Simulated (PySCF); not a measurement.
**CeO₂: calculation against measurement**

Isolated CeO₂, optimised in PySCF with density fitting and no spin–orbit coupling; def2 sets carry scalar-relativistic core potentials from Rb on. All levels below give a singlet of C2v symmetry: PBE0/def2-TZVP Ce–O 1.799 Å (×2), O–Ce–O 143.0°; B3LYP/def2-TZVP Ce–O 1.820 Å (×2), O–Ce–O 140.9°; PBE/def2-TZVP Ce–O 1.831 Å (×2), O–Ce–O 133.0°; PBE0/def2-SVP Ce–O 1.793 Å (×2), O–Ce–O 145.1°.

Formally Ce is in oxidation state +4, with 0 electrons left for the f, d and s shells; the Mulliken f population is 1.32.

Measured fundamentals (Jacox, Vibrational and Electronic Energy Levels of Polyatomic Transient Molecules, as compiled in the NIST Chemistry WebBook) beside computed harmonic wavenumbers, in cm⁻¹:

| mode as compiled | computed symmetry | measured | medium | PBE0/def2-TZVP | B3LYP/def2-TZVP | PBE/def2-TZVP | PBE0/def2-SVP |
| --- | --- | --- | --- | --- | --- | --- | --- |
| a1 sym. stretch | a1 | 777 | neon matrix | 814 | 790 | 774 | 832 |
| b2 asym. stretch | b2 | 759 | neon matrix | 821 | 793 | 770 | 852 |

Problem. How close does each level come?

Solution. Mean absolute differences: PBE0/def2-TZVP 6.5 %, B3LYP/def2-TZVP 3.1 %, PBE/def2-TZVP 1.0 %, PBE0/def2-SVP 9.7 %. The mean ratio of measured to computed values at PBE/def2-TZVP is 0.995. Harmonic values should lie a little above fundamentals; matrices shift bands further, usually down by up to a few per cent.
